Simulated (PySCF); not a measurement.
# Vibration and rotation of LiHg⁺

RHF-CCSD(T) constants of LiHg⁺, ¹Σ⁺ (singlet), closed shell (basis Li cc-pVDZ, Hg cc-pVDZ-PP with ECP60; scalar-relativistic core potentials; PySCF 2.14; masses 7.0160 and 201.9706 u):

* ωe: 247.9 cm⁻¹
* ωexe: 3.34 cm⁻¹
* Be: 0.33534 cm⁻¹
* αe: 0.00544 cm⁻¹
* D (centrifugal): 2.45e-06 cm⁻¹
* De to Li⁺ + Hg: 0.56 eV

(1) Give the vibrational terms G(v) and spacings up to v = 6.

(2) How well does the Morse estimate ωe²/(4ωexe) reproduce De, and what is D0?

Correlated steps freeze no core orbitals. Correlated levels converge slowly with the basis: in double zeta they bind strong bonds too weakly, by up to about 1 eV, and carry superposition errors of some tenths. Spin–orbit coupling is left out. For an ion De counts to the pair picked by the measured ionisation energies or electron affinities, which need not be the lowest pair at this level.

Answers

(1) G(v) = ωe(v+½) − ωexe(v+½)².

| v | G(v) (cm⁻¹) | G(v) − G(v−1) | Bv (cm⁻¹) |
| --- | --- | --- | --- |
| 0 | 123 |  | 0.3326 |
| 1 | 364 | 241 | 0.3272 |
| 2 | 599 | 235 | 0.3217 |
| 3 | 827 | 228 | 0.3163 |
| 4 | 1048 | 221 | 0.3109 |
| 5 | 1262 | 214 | 0.3054 |
| 6 | 1470 | 208 | 0.3000 |

(2) It gives 0.57 eV, 102 % of the computed De. D0 = De − G(0) = 0.56 − 0.02 = 0.54 eV.
